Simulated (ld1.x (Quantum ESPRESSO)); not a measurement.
## Configuration tests for iridium (TM)

```json
{
  "Element": "Ir (Z = 77)",
  "Generator": "ld1.x (Quantum ESPRESSO) 7.5",
  "Type": "norm-conserving Troullier–Martins (Kleinman–Bylander form)",
  "Functional": "PBE",
  "Relativity": "scalar-relativistic",
  "Frozen core": "[Xe] 4f14",
  "Valence charge": "9",
  "Reference configuration": "5d7 6s2 6p0",
  "Partial waves": "6s (bound): rc 2.60 bohr; 6p (bound, empty): rc 3.45 bohr; 5d (bound): rc 2.00 bohr",
  "Local potential": "all-electron potential smoothed inside 2.35 bohr (lloc = -1)",
  "Core correction": "Bessel-smoothed model core, default radius (core density twice the valence density)"
}
```

Energies are relative to the spin-unpolarised reference configuration 5d7 6s2 6p0; without spin polarisation the order of configurations can differ from experiment.

```
valence configuration  charge  ΔE all-electron (eV)  error AE − PS (meV)
          5d7 6s1 6p0      +1                 9.879                  -10
          5d7 6s0 6p0      +2                27.348                  -57
          5d6 6s0 6p0      +3                57.889                 -113
          5d6 6s2 6p1       0                 7.160                 -0.4
          5d6 6s2 6p0      +1                12.190                  +49
          5d8 6s1 6p0       0                -0.334                  -50
```

(1) What are ΔE and the potential's error for 5d5 6s0 6p0?

Levels in the configuration 5d6 6s0 6p0:

```
level  all-electron (eV)  pseudo (eV)
   5d            -36.885      -37.038
```

Results:

(1) ΔE = 101.465 eV all-electron; the error (AE − PS) is -428 meV.

These tests converged, but a pseudo level misses the all-electron one widely, so the file describes the atom poorly there or has found another state: 5d5 6s0 6p0: empty 6s by 4.4 eV (a node warning on the way).
